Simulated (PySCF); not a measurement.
**Correlation energy of Fe⁺ (iron, charge +1)**

Starting occupation: [Ar] 3d6 4s1, 3d3/2 with m_j = -3/2, -1/2, +1/2, +3/2, 3d5/2 with m_j = +3/2, +5/2, 4s1/2 with m_j = +1/2. Calculation: PySCF 2.14, in x2c-SVPall-2c with one added diffuse shell each of s, d type (6s5p4d1f, 48 functions); X2C-1e with screened-nucleus spin-orbit coupling, Gaussian nucleus. Frozen: [Ne]; 15 electrons correlated; the 6 highest virtual spinors left out.

MP2 pair energies summed by pair of shells (mhartree):

| pair | energy | share (%) |
| --- | --- | --- |
| 3d-3p | -99.51 | 38.0 |
| 3d-3d | -79.37 | 30.3 |
| 3p-3p | -52.44 | 20.0 |
| 3p-3s | -9.38 | 3.6 |
| 3d-4s | -7.03 | 2.7 |
| 3d-3s | -6.91 | 2.6 |
| 3p-4s | -4.85 | 1.9 |
| 3s-3s | -1.87 | 0.7 |
| 3s-4s | -0.37 | 0.1 |

Total MP2 correlation energy: -261.72 mhartree.

The GHF reference relaxed away from the jj start to a determinant that is no pure jj level (⟨S²⟩ = 8.75, ⟨J²⟩ = 24.76); the energies belong to that determinant.

This basis was not built for core-valence correlation, so the inner-shell part is incomplete.
